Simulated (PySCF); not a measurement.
Species: BH₅PSb.
Structure used (PBE0-D3(BJ)/def2-SVP), in Å, numbered top down from 1:
```
atom  x, y, z in Å
P1    -1.755   -0.201   -0.323
B2    -0.113   -0.465    0.504
Sb3    1.822   -0.598   -0.599
H4    -2.571    0.421    0.657
H5    -1.574    0.874   -1.230
H6    -0.130   -0.872    1.641
H7     2.682    0.222    0.634
H8     1.595    0.825   -1.527
```

Theory: PBE0-D3(BJ)/def2-SVP geometry optimisation, gas phase, def2 core potentials past Kr in PySCF 2.14.0.

(1) Which atoms are bound to Sb3, and at what distances?

(2) List the angles at Sb3.

(3) What is the shape at Sb3?

(4) What are the other bond lengths?

(5) Give some angles away from the centre.

(6) What are the rotational constants (commonest isotopes, rigid rotor)?

Results:

(1) 3 atoms: H7 1.712 Å, H8 1.714 Å, B2 2.231 Å. The nearest atom not counted as bound is H6, at 2.98 Å.

(2) 
```
    angle  degrees  distance of the outer atoms (Å)
B2–Sb3–H8     95.9                             2.95
H7–Sb3–H8     93.4                             2.49
B2–Sb3–H7     93.0                             2.88
```

(3) Pyramidal: angles 95.9°, 93.4° and 93.0°, sum 282.3°, 0.99 Å off the plane of its three neighbours.

(4) P1–B2 1.858 Å; P1–H4, P1–H5 1.418 Å; B2–H6 1.208 Å.

(5) P1–B2–Sb3 123.7°.

(6) A = 23462, B = 1375, C = 1325 MHz: a near-prolate asymmetric top.

Charge 0, singlet. PBE0-D3(BJ)/def2-SVP frequencies: not computed here.

One conformer stands for the species.
